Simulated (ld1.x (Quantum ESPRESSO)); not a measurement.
## What one change does to a pseudopotential (holmium, TM)

Ho, norm-conserving Troullier–Martins (Kleinman–Bylander form), made with ld1.x (Quantum ESPRESSO) 7.5 (revPBE, fully relativistic). Core [Xe] 4f10, reference 5d1 6s1.5 6p0 (charge +0.5). Waves: 6p (bound, empty): rc 3.50 bohr; 5d (bound): rc 1.80 bohr; 6s (bound): rc 2.50 bohr. Local part: the s channel. Core correction: a·sin(br)/r model core inside 1.35 bohr.

Open shells are filled in proportion to 2j + 1 (rel_dist='average').

Change: wave 6s (bound): rc 2.50 bohr becomes 6s (bound): rc 3.24 bohr.

Cutoffs: the cutoffs (Ry, on a coarse ladder) from which the occupation-weighted sum of valence levels, in a spherical-Bessel basis at the reference potential, stays within 10 and 1 mRy of its value at 400 Ry; they do not see the model core or the augmentation charge, which bear on the density cutoff. Errors are all-electron minus pseudo energies relative to the spin-unpolarised reference configuration.

Problem. How do hardness, ghosts and transferability respond?

Solution. The potential gets softer (18 Ry and 25 Ry → 18 Ry and 21 Ry); of the 7 tests that both files solve, the error grows in 4 and shrinks in 0 by more than 15 % and 0.3 meV (median size 28.4 → 26.1 meV); neither file shows a bound ghost. A larger radius leaves more room for a smooth pseudo-wave, so fewer plane waves are needed. More of the atom is replaced by a form fitted at one configuration, so other configurations suffer.

| quantity | base | changed |
| --- | --- | --- |
| cutoff, loose | 18 Ry | 18 Ry |
| cutoff, tight | 25 Ry | 21 Ry |
| loose cutoff by channel (10 mRy a level) | d 18 Ry, s 8 Ry | d 18 Ry, s 6 Ry |
| bound ghosts | none | none |
| error for 5d1 6s2 6p0, meV [ΔE -2.78 eV] | -0.6 | -1.2 |
| error for 5d1 6s1 6p0, meV [ΔE 4.09 eV] | -1.9 | -2.6 |
| error for 5d1 6s0 6p0, meV [ΔE 16.54 eV] | -44 | -46 |
| error for 5d1 6s0 6p2, meV [ΔE 3.44 eV] | -28 | -26 |
| error for 5d1 6s1 6p1, meV [ΔE 0.27 eV] | -5.2 | -4.6 |
| error for 5d2 6s0 6p0, meV [ΔE 5.75 eV] | -64 | -84 |
| error for 5d0 6s2 6p1, meV [ΔE -1.37 eV] | -119 | -137 |
| s: phases at 3.82 bohr within 0.05 rad from the reference energy up to (Ry; the scan ends near 5) | 0.6 | 1.1 |
| p1/2: phases at 3.82 bohr within 0.05 rad from the reference energy up to (Ry; the scan ends near 5) | 1.6 | 1.5 |
| p3/2: phases at 3.82 bohr within 0.05 rad from the reference energy up to (Ry; the scan ends near 5) | 1.3 | 1.2 |
| d3/2: phases at 3.82 bohr within 0.05 rad from the reference energy up to (Ry; the scan ends near 5) | 0.6 | 0.5 |
| d5/2: phases at 3.82 bohr within 0.05 rad from the reference energy up to (Ry; the scan ends near 5) | 0.6 | 0.5 |
